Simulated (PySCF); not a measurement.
Ligands exchanged one at a time, Al CH3-I. Isolated molecules, 0 K electronic values unless said otherwise. Strings in code marks are SMILES.

The numbers are results of ωB97X-D3(BJ)/def2-TZVP // PBE0-D3(BJ)/def2-TZVP run with PySCF, not measurements. Excitations are Tamm–Dancoff values on a coarser integration grid. The basis has no diffuse functions, so Rydberg states are missing or too high.

```csv
species,dipole moment (D),S1 oscillator strength,HOMO–LUMO gap (eV),S1 excitation (TDA) (eV)
0 of 3 CH3 replaced by I (`[CH3][Al]([CH3])[CH3]`),0.00,0.000,11.51,6.00
1 of 3 CH3 replaced by I (`[CH3][Al]([CH3])[I]`),2.21,0.000,10.53,5.54
2 of 3 CH3 replaced by I (`[CH3][Al]([I])[I]`),1.71,0.000,10.27,5.47
3 of 3 CH3 replaced by I (`[I][Al]([I])[I]`),0.00,0.000,9.95,5.24
```
